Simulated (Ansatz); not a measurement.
`N[SiH](Cl)CCl` → `ClCCl` + `N[SiH]` at 600 K and 1 bar (silylene formation by 1,1-elimination).

Calculated with Ansatz (gas phase, PBE0-D4/def2-TZVP geometries, no zero-point term in ΔE). CBS: MP2 limit from def2 TZ/QZ plus the TZ coupled-cluster correction, frozen cores. This one scheme is used for every species. One conformer a species, not always the lowest.

```tsv
species	CCSD(T)/CBS energy (Eh)	H − E (kJ/mol)	S (J/(mol·K))
`N[SiH](Cl)CCl`	-1304.49623	236.0	454.9
`ClCCl`	-958.80256	108.1	312.6
`N[SiH]`	-345.56329	117.4	286.7
```

H − E and S are ideal-gas, rigid-rotor, harmonic terms from PBE0-D4/def2-TZVP, for one conformer and one mirror image of each species. 1 Eh = 2625.50 kJ/mol, R = 8.31446 J/(mol·K).

**Question.** By hand: ΔE, ΔH, ΔS and ΔG.

**Answer.** ΔE = (-958.80256) + (-345.56329) − (-1304.49623) = 0.13038 Eh = 342.3 kJ/mol. Δ(H − E) = 108.1 + 117.4 − 236.0 = -10.5, so ΔH = 331.8 kJ/mol. ΔS = 312.6 + 286.7 − 454.9 = 144.4 J/(mol·K). ΔG = 331.8 − 600 × (144.4)/1000 = 245.2 kJ/mol.

**Question.** By hand: the equilibrium constant, and the temperature at which ΔG would vanish if ΔH and ΔS stayed fixed.

**Answer.** log₁₀ K = −ΔG/(RT ln 10) = -21.3. ΔG = 0 at ΔH/ΔS = 2298 K.

The number of gas molecules changes by +1, which sets the sign of ΔS. A doubt of 5 kJ/mol in ΔE shifts log₁₀ K by 0.4 here. Other conformers and mirror images would add mixing entropy, several J/(mol·K) or more a flexible species. These are equilibria of isolated gas molecules and say nothing of rates. Largest T1 diagnostic: 0.015 (customary marks: 0.02 for closed shells, 0.045 for open ones).
